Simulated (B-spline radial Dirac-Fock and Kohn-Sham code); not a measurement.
**The Rh-like isoelectronic sequence (45 electrons), Z = 71 to 82**

The computed values come from a B-spline atomic structure program: Dirac-Fock energy differences between relaxed states, corrected for Breit and QED terms. Binding energies in eV, tabulated ground configurations ([Kr] 4d9 throughout). Correlation energy is missing from these numbers.

```
  ion    2p1/2      3s      4s   4p1/2  outermost level  NIST ionisation energy
Lu²⁶⁺  11249.2  3401.2  1328.5  1229.3       992.5 (4d)                 985 ± 4
Hf²⁷⁺  11692.4  3561.3  1404.2  1302.1      1054.8 (4d)                1047 ± 4
Ta²⁸⁺  12146.8  3725.8  1482.1  1377.0      1118.8 (4d)                1110 ± 4
 W²⁹⁺  12612.4  3894.6  1562.2  1454.2      1184.7 (4d)              1180 ± 1.4
Re³⁰⁺  13089.5  4067.8  1644.5  1533.5      1252.2 (4d)                1242 ± 4
Os³¹⁺  13578.2  4245.5  1729.0  1615.1      1321.6 (4d)                1311 ± 4
Ir³²⁺  14078.8  4427.8  1815.8  1698.8      1392.7 (4d)                1381 ± 4
Pt³³⁺  14591.5  4614.7  1904.9  1784.9      1465.6 (4d)                1454 ± 5
Au³⁴⁺  15116.5  4806.3  1996.3  1873.2      1540.2 (4d)                1527 ± 5
Hg³⁵⁺  15654.1  5002.6  2090.1  1963.9      1616.6 (4d)                1603 ± 5
Tl³⁶⁺        ?       ?       ?       ?                ?                       ?
Pb³⁷⁺  16768.2  5409.9  2284.8  2152.2      1774.7 (4d)                1760 ± 4
```

Question: Fill in the row of Tl³⁶⁺.

Answer: 2p1/2 16204.6, 3s 5203.8, 4s 2186.2, 4p1/2 2056.8, outermost 1694.8 (4d), NIST 1681 ± 5 eV.

NIST's values are for the lowest levels; a dash marks a value that is missing or belongs to another shell. Their kind here: semi-empirical, theoretical. Where a p, d or f shell is open in either ion the computed value averages over both j values and all terms, while the table refers to the lowest levels; that difference holds spin-orbit splitting (largest in heavy or highly charged ions), term energies where several electrons share open shells, and correlation, and it can reach 10 % or more.
